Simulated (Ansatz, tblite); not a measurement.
Cost and result up the ladder for Si₆H₁₁, a cluster with a defect cut from the lattice of silicon (one cap removed) (17 atoms). Total charge 0; doublet. Geometry: PBE-D4/def2-SVP.

Cartesian coordinates in Å:
```
Si 0.0425 1.6065 -1.7072
Si 2.0806 -0.9431 0.5276
Si -1.7386 -1.0875 0.3450
Si -1.8539 1.1475 -0.3882
Si 0.1185 -1.3197 1.7746
Si 1.9448 1.1948 -0.4106
H 0.0474 3.0413 -2.1699
H 0.0007 0.7215 -2.9315
H 3.3052 -1.0340 1.4021
H 2.1859 -2.0122 -0.5353
H -3.0118 -1.4905 1.0462
H -1.5519 -1.9871 -0.8513
H -1.8576 2.0598 0.8119
H -3.1168 1.3903 -1.1763
H 0.0240 -0.2938 2.8751
H 0.1462 -2.6912 2.4015
H 3.2350 1.6975 -1.0137
```

Ansatz on 4 threads of Intel Xeon 6975P-C on a shared host; xTB runs through tblite on one thread. Times are rough, summed over both states, and most runs start from the orbitals of an earlier one. PBE0-D4/def2-TZVP serves as the yardstick here, not as an exact answer. Differences are given only for rows in sets of like size (and for xTB, whose basis is part of the method), since another set adds its own error. The other state is a singlet.

The xTB rows come from tblite. HSE06 is defined as in plane-wave codes, on full-range PBE exchange. Correlated methods freeze 30 core orbitals. The rows differ in basis, and correlated rows in double-zeta sets carry the largest basis error.

Correlated methods converge slowly with the basis, most of all in double-zeta sets.

Raw xTB energies of ions are shifted by several eV, and xTB has no spin-polarisation term.

```
                           level  functions  vertical IE (eV)  difference from PBE0-D4/def2-TZVP (eV)
                        GFN2-xTB         65             10.04                                    2.17
               PBE0-D4/def2-TZVP        288              7.87                                    0.00
HSE06-D4/def2-TZVP (with forces)        288              7.86                                   -0.01
                CCSD(T)/def2-SVP        163              7.67                                       –
                PBE-D4/def2-TZVP        288              7.72                                   -0.15
                        GFN1-xTB         76             11.76                                    3.89
```

Question: Estimate how long each takes.

Answer: GFN1-xTB 0.033 s; GFN2-xTB 0.033 s; PBE-D4/def2-TZVP 6.6 s; HSE06-D4/def2-TZVP (with forces) 15 s; PBE0-D4/def2-TZVP 16 s; CCSD(T)/def2-SVP 37 s. On shared hardware such times vary by a factor of up to 3.
